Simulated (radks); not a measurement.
Q: The indium ion In+, [Kr] 4d10 5s2. Calculated with a radial shooting solver on a logarithmic mesh with Libxc functionals: non-relativistic Kohn-Sham, exchange-only LDA, spin-polarised, spherical densities, point nucleus. Every spin shell is full or empty, so the densities are truly spherical. Functionals are evaluated on that one density, not self-consistently. Rank these orbital-free kinetic functionals by their error against the exact value of the orbitals, and give that value: Thomas-Fermi, von Weizsacker, TF + vW, TF + vW/9, TF + vW/5, LC94, APBEK, revAPBEK, Perdew 92, Thakkar, Pearson, LKT, PG1, DePristo-Kress.

A: Exact: 5732.47 hartree. From best to worst, with 100 (|E| - |E exact|)/|E exact| (equal figures are ties): LC94 +0.07, DePristo-Kress -0.09, APBEK +0.12, revAPBEK +0.30, Thakkar -0.56, Perdew 92 -0.67, TF + vW/9 -0.68, Pearson -0.92, TF + vW/5 +3.04, Thomas-Fermi -5.32, PG1 +15.17, LKT +19.31, TF + vW +36.47, von Weizsacker -58.20.
